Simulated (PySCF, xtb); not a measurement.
1-fluorobuta-1,2-diene (C4H5F), SMILES CC=C=CF.

Harmonic wavenumbers (cm⁻¹) from GFN2-xTB (xtb 6.7.1) at its own minimum, in rising order: 128, 140, 192, 309, 490, 570, 702, 846, 905, 1016, 1029, 1087, 1171, 1234, 1391, 1425, 1471, 1482, 2084, 3008, 3019, 3021, 3050, 3057.

Q: What does PBE-D3(BJ)/def2-SVP (PySCF) give at its own minimum? (The exact figures need the calculation; the answer reports its results.)

A: 133, 154, 209, 325, 506, 599, 743, 846, 862, 1000, 1024, 1078, 1164, 1263, 1330, 1388, 1401, 1446, 2030, 2964, 3029, 3036, 3088, 3098. Paired by order, the mean absolute difference is 27 cm⁻¹ and the zero-point energies are 46.9 and 46.8 kcal/mol.
